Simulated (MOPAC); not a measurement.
Job for MOPAC: AM1 on MgC, 2S+1 = 3, a spin state set in the input, which need not be the lowest, a point of a bond scan (R = 2.088 Å).

```
AM1 1SCF PRECISE CHARGE=0 UHF MS=1 THREADS=1
CMg

C      0.00000000 1     0.00000000 1     0.00000000 1
Mg     0.00000000 1     0.00000000 1     2.08795700 1
```

Output:

```
*******************************************************************************
 **                                                                           **
 **                              MOPAC v23.2.5                                **
 **                                                                           **
 *******************************************************************************
 ** MOPAC's Digital Object Identifier: https://doi.org/10.5281/zenodo.6511958 **
 **                                                                           **
 ** Please cite the open-source release paper for use of this MOPAC version:  **
 ** J. E. Moussa and J. J. P. Stewart (2026)                                  **
 ** MOPAC: An open-source semiempirical molecular orbital program             **
 ** J. Open Source Softw., 11(119), 8025, https://doi.org/10.21105/joss.08025 **
 *******************************************************************************

                              AM1 CALCULATION RESULTS

 *******************************************************************************
 *  AM1        - The AM1 Hamiltonian to be used
 *  UHF        - UNRESTRICTED HARTREE-FOCK CALCULATION
 *
 *
 *
 *                 CHARGE ON SYSTEM = 0
 *
 *
 *
 *  MS=        - IN MECI, MAGNETIC COMPONENT OF SPIN =  1.0
 *  PRECISE    - TIGHTER CRITERIA TO BE USED
 *  1SCF       - DO 1 SCF AND THEN STOP
 *  THREADS=1  - MULTI-THREADING NOT USED
 *  T=         - A TIME OF 172800.0 SECONDS REQUESTED
 *  DUMP=N     - RESTART FILE WRITTEN EVERY 7200.0 SECONDS REQUESTED
 *******************************************************************************
AM1 1SCF PRECISE CHARGE=0 UHF MS=1 THREADS=1
 CMg

   ATOM   CHEMICAL          X               Y               Z
  NUMBER   SYMBOL      (ANGSTROMS)     (ANGSTROMS)     (ANGSTROMS)

     1       C          0.00000000  *   0.00000000  *   0.00000000  *
     2      Mg          0.00000000  *   0.00000000  *   2.08795700  *



          CARTESIAN COORDINATES

    NO.       ATOM           X           Y           Z

     1         C          0.0000      0.0000      0.0000
     2        Mg          0.0000      0.0000      2.0880

  C: (AM1): M.J.S. DEWAR ET AL, J. AM. CHEM. SOC. 107 3902-3909 (1985)
 Mg: (AM1): J. J. P. STEWART, J. MOL. MOD., 10, 155-164 (2004)

           Empirical Formula: C Mg  =     2 atoms



      MOLECULAR POINT GROUP   :   C*v


          UHF CALCULATION, NO. OF ALPHA ELECTRONS =    4
                           NO. OF BETA  ELECTRONS =    2

 -------------------------------------------------------------------------------
 AM1 1SCF PRECISE CHARGE=0 UHF MS=1 THREADS=1
 CMg



     1SCF WAS SPECIFIED, SO BFGS WAS NOT USED
     SCF FIELD WAS ACHIEVED


                              AM1 CALCULATION
                                                       MOPAC v23.2.5 Linux




          FINAL HEAT OF FORMATION =        155.23677 KCAL/MOL =     649.51066 KJ/MOL


          COSMO AREA              =         76.38 SQUARE ANGSTROMS
          COSMO VOLUME            =         58.60 CUBIC ANGSTROMS

          IONIZATION POTENTIAL    =          8.404569 EV
          ALPHA SOMO LUMO (EV)    =         -8.994 -1.270
          BETA  SOMO LUMO (EV)    =         -8.405  1.276
          NO. OF ALPHA ELECTRONS  =          4
          NO. OF BETA  ELECTRONS  =          2
          MOLECULAR WEIGHT        =         36.3160         POINT GROUP:  C*v

          MOLECULAR DIMENSIONS (Angstroms)

            Atom       Atom       Distance
           Mg     2    C     1     2.08796
           Mg     2    C     1     0.00000
            C     1   Mg     2     0.00000


          SCF CALCULATIONS        =          1





   ATOM   CHEMICAL          X               Y               Z
  NUMBER   SYMBOL      (ANGSTROMS)     (ANGSTROMS)     (ANGSTROMS)

     1       C          0.00000000  *   0.00000000  *   0.00000000  *
     2      Mg          0.00000000  *   0.00000000  *   2.08795700  *

                             CARTESIAN COORDINATES

   1    C        0.000000000     0.000000000     0.000000000
   2   Mg        0.000000000     0.000000000     2.087957000


           Empirical Formula: C Mg  =     2 atoms



      MOLECULAR POINT GROUP   :   C*v


          ALPHA EIGENVALUES
 -22.74583  -9.53129  -8.99408  -8.99408  -1.27030   2.46461   2.46461   4.26638


           BETA EIGENVALUES
 -16.58940  -8.40457   1.27555   1.27555   2.13195   4.11311   4.11311   4.76309


              NET ATOMIC CHARGES AND DIPOLE CONTRIBUTIONS

  ATOM NO.   TYPE          CHARGE      No. of ELECS.   s-Pop       p-Pop
    1          C          -0.449298        4.4493     1.68566     2.76364
    2         Mg           0.449298        1.5507     1.05919     0.49151
 DIPOLE           X         Y         Z       TOTAL
 POINT-CHG.     0.000     0.000     4.506     4.506
 HYBRID         0.000     0.000    -1.391     1.391
 SUM            0.000     0.000     3.115     3.115


          ATOMIC ORBITAL ELECTRON POPULATIONS

     Atom    s        px        py        pz
    1  C   1.68566   0.96816   0.96816   0.82732
    2 Mg   1.05919   0.03184   0.03184   0.42783


                    (SZ)    =    1.000000
                    (S**2)  =    2.960538


          ATOMIC ORBITAL SPIN POPULATIONS

    Atom   Total    s     px     py     pz
         Atomic
    1  C  2.8578  0.155  0.968  0.968  0.767
    2 Mg -0.8578 -0.726  0.032  0.032 -0.196

 **********************
 *                    *
 * JOB ENDED NORMALLY *
 *                    *
 **********************




 == MOPAC DONE ==
```

The run finished. Its determinant has ⟨S²⟩ = 2.96, a mixture of spin states.

Cost: roughly 0.020 core-seconds.
